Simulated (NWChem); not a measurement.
Molecule: C2H6AuClS; SMILES C[S](->[Au][Cl])C

```xyz
11

Au     0.0000    -0.4164    -0.0842
Cl    -0.0006    -2.6663     0.1930
C      1.3953     2.5101     0.5733
S      0.0009     1.8758    -0.3887
C     -1.3881     2.5120     0.5797
H      1.3574     2.1504     1.6099
H      1.3815     3.6087     0.5391
H      2.3090     2.1401     0.0900
H     -1.3462     2.1517     1.6159
H     -2.3044     2.1439     0.1002
H     -1.3723     3.6106     0.5460
```
Atoms are numbered in this order, from 1.

All runs: NWChem. All runs use the structure optimised with PBE0/def2-SVP. No frequency run checked for a minimum. def2 effective core potentials on Au; no spin-orbit coupling. Static field.

Order these by “anisotropy (bohr³)”, lowest first: BHandHLYP/def2-SVPD; PBE/def2-SVPD; B3LYP/def2-SVPD.

BHandHLYP/def2-SVPD (46.3), B3LYP/def2-SVPD (55.2), PBE/def2-SVPD (61.8)
